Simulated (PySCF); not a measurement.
`C[SiH2][SiH2]P`: 4 charge schemes on one density

CH₉PSi₂.
Z-matrix (Å and degrees, PBE0-D3(BJ)/def2-SVP geometry), rows numbered from 1:
```
C 
Si  1  1.8843
Si  2  2.3456  1  109.98
P   3  2.2754  2  112.29  1   -57.47
H   1  1.1006  2  110.69  3   -62.18
H   1  1.1007  2  110.62  3    57.75
H   1  1.1006  2  110.87  3   177.71
H   2  1.4982  1  110.55  3   122.04
H   2  1.4985  1  110.35  3  -118.72
H   3  1.4983  2  110.61  1    61.43
H   3  1.4964  2  111.88  1  -178.16
H   4  1.4303  3   94.05  2   -44.42
H   4  1.4303  3   93.78  2    49.21
```

Density: PBE0/pcSseg-1 (PySCF); schemes: Mulliken, IAO, Hirshfeld and ESP-fitted. Isolated species at its PBE0-D3(BJ)/def2-SVP geometry (one conformer only).

Q: Do the Mulliken, IAO, Hirshfeld and ESP-fitted schemes agree on where the charge is highest?

A: The schemes don't all agree: Mulliken Si2 (+0.314); IAO Si2 (+0.465); Hirshfeld Si2 (+0.244); ESP-fitted Si3 (+0.307).

Q: At which atom do the 4 schemes differ most?

A: At C1: from -0.696 (IAO) to -0.207 e (Hirshfeld), 0.489 e apart.

Q: Tabulate the Mulliken, IAO, Hirshfeld and ESP-fitted charges.

A: In e:

| atom | environment | Mulliken | IAO | Hirshfeld | ESP-fitted |
| --- | --- | --- | --- | --- | --- |
| C1 | Si-methyl carbon | -0.624 | -0.696 | -0.207 | -0.339 |
| Si2 | SiH2 silicon | +0.314 | +0.465 | +0.244 | +0.251 |
| Si3 | SiH2 silicon | +0.130 | +0.247 | +0.178 | +0.307 |
| P4 | three-coordinate phosphorus | -0.211 | -0.081 | -0.017 | -0.353 |
| H5 | methyl hydrogen | +0.149 | +0.156 | +0.045 | +0.092 |
| H6 | methyl hydrogen | +0.147 | +0.153 | +0.041 | +0.056 |
| H7 | methyl hydrogen | +0.155 | +0.159 | +0.047 | +0.119 |
| H8 | Si–H hydrogen | -0.055 | -0.105 | -0.079 | -0.101 |
| H9 | Si–H hydrogen | -0.057 | -0.107 | -0.081 | -0.099 |
| H10 | Si–H hydrogen | -0.032 | -0.090 | -0.077 | -0.086 |
| H11 | Si–H hydrogen | -0.028 | -0.086 | -0.074 | -0.086 |
| H12 | P–H hydrogen | +0.060 | -0.005 | -0.010 | +0.114 |
| H13 | P–H hydrogen | +0.052 | -0.009 | -0.010 | +0.126 |

Mean size of the charges over all atoms: IAO 0.181 e, ESP-fitted 0.164 e, Mulliken 0.155 e, Hirshfeld 0.085 e. Each set sums to the total charge, 0, to within 0.001 e. The Mulliken scheme counts on each atom the diagonal of the density matrix times the overlap matrix over that atom's basis functions.

Q: Sum the charges by element, for elements with more than one atom.

A: 
```
element  atoms  Mulliken     IAO  Hirshfeld  ESP-fitted
     Si      2    +0.444  +0.712     +0.422      +0.558
      H      9    +0.391  +0.065     -0.198      +0.134
```

Q: How closely do the schemes follow one another over all atoms?

A: Correlation coefficient and root-mean-square difference: Mulliken with IAO 0.96, 0.078 e; IAO with Hirshfeld 0.93, 0.161 e; Mulliken with ESP-fitted 0.86, 0.114 e; Mulliken with Hirshfeld 0.82, 0.143 e; IAO with ESP-fitted 0.82, 0.151 e; Hirshfeld with ESP-fitted 0.82, 0.121 e.

Q: How many electrons does the ESP-fitted scheme count on C1?

A: Z − q = 6 − (-0.339) = 6.339.

The run behind these numbers computed NMR shieldings as well. Time: 20 s of wall time. Hardware: an x86-64 server with one thread, shared host.
